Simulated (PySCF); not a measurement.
C₆H₁₂N₂.
Structure used (PBE0-D3(BJ)/def2-SVP), in Å, numbered top down from 1:
```xyz
20
C6H12N2 angstrom
C      1.8521   -1.7429   -0.2936
C      1.5674   -0.4509   -0.1352
C      0.5625    0.3067   -0.9578
N     -0.3087    1.1776   -0.1770
C      0.2685    2.4772    0.0949
N     -0.9126    0.6828    0.9413
C     -1.5633   -0.4168    0.9269
C     -1.8921   -1.3067   -0.2302
H      1.3407   -2.3533   -1.0466
H      2.6111   -2.2425    0.3136
H      2.0948    0.1263    0.6339
H     -0.0091   -0.3955   -1.5821
H      1.0945    0.9670   -1.6626
H      0.5016    2.9812   -0.8546
H      1.1927    2.4305    0.7055
H     -0.4661    3.0826    0.6396
H     -1.9938   -0.6825    1.9011
H     -1.0660   -1.9924   -0.4849
H     -2.7696   -1.9238    0.0081
H     -2.1200   -0.7052   -1.1246
```

Level: PBE0/pcSseg-1 and CAM-B3LYP/def2-SVPD in PySCF, non-relativistic, on one gas-phase PBE0-D3(BJ)/def2-SVP geometry that isn't relaxed in the solvent. The solvent is an IEF-PCM continuum (van der Waals radii × 1.2). The model holds no explicit solvent molecules, cavitation or dispersion.

Gas phase at PBE0/pcSseg-1: HOMO -5.79 eV, LUMO 0.10 eV, dipole 1.58 D.

Q: What does the continuum do to the energy, the frontier levels and the dipole at PBE0/pcSseg-1 in chloroform?

A: 
```json
{"solvent": "chloroform", "ε": "4.711", "E(solvent) − E(gas) (kJ/mol)": "-16.10", "polarisation term (kJ/mol)": "-17.84", "distortion of the solute (kJ/mol)": "1.74", "HOMO (eV)": "-5.87", "LUMO (eV)": "0.12", "dipole (D)": "2.04"}
```

Polarisation term: ½ Σ q·V over the induced surface charges. Distortion: the rise of the solute's own energy as its density leaves the gas-phase optimum.

Q: Which radius a makes the point-dipole formula ΔE = −[(ε − 1)/(2ε + 1)]·μ²/a³ give the value in chloroform, with the gas-phase dipole?

A: μ = 0.622 au and |ΔE| = 0.00613 Eh give a = 1.49 Å; the farthest nucleus lies 3.47 Å from the centroid of the nuclei, so such a sphere wouldn't even hold the nuclei. The formula assumes a rigid point dipole at the centre of a sphere.

Q: Give the dipole vector in the frame of the coordinates (D, pointing from negative to positive charge), gas and chloroform.

A: Gas (0.61, -0.72, -1.27), solvent (0.73, -0.98, -1.64). Its length changes by +29 % and its direction by 2°.

Q: Which IAO charges (PBE0/pcSseg-1) respond most in chloroform (means over atoms taken as equivalent)?

A: 
| atoms | environment | gas (e) | solvent (e) | change |
| --- | --- | --- | --- | --- |
| N6 | C=N nitrogen | -0.201 | -0.224 | -0.023 |
| C1 | terminal =CH2 carbon | -0.314 | -0.321 | -0.007 |
| H12/H13 | methylene hydrogen | +0.145 | +0.151 | +0.006 |
| H9 | vinylic hydrogen | +0.136 | +0.142 | +0.006 |
| N4 | nitrogen bonded to 2 C and N | -0.131 | -0.137 | -0.006 |
| C2 | alkene CH carbon | -0.142 | -0.148 | -0.006 |

Gas phase at CAM-B3LYP/def2-SVPD: HOMO -7.18 eV, LUMO 1.15 eV, dipole 1.62 D.

Q: What does the continuum do to the energy, the frontier levels and the dipole at CAM-B3LYP/def2-SVPD in chloroform?

A: 
```tsv
solvent	ε	E(solvent) − E(gas) (kJ/mol)	polarisation term (kJ/mol)	distortion of the solute (kJ/mol)	HOMO (eV)	LUMO (eV)	dipole (D)
chloroform	4.711	-15.68	-17.70	2.02	-7.24	1.22	2.15
```

The atom shares or the degeneracy of the LUMO differ from the gas phase in chloroform, so that column needn't follow one orbital.

Q: How does the static polarisability (CAM-B3LYP/def2-SVPD, frozen core, with the continuum's full static response) change?

A: 
```
    medium  isotropic (au)  principal values (au)  ⟨r²⟩ of the electrons (bohr²)
       gas            91.2      75.3, 90.1, 108.3                         1078.5
chloroform           113.8     95.0, 109.7, 136.6                         1077.6
```

The isotropic value in chloroform is 1.25 times the gas-phase one; no cavity-field correction is applied. ⟨r²⟩ is taken about the centre of nuclear charge.
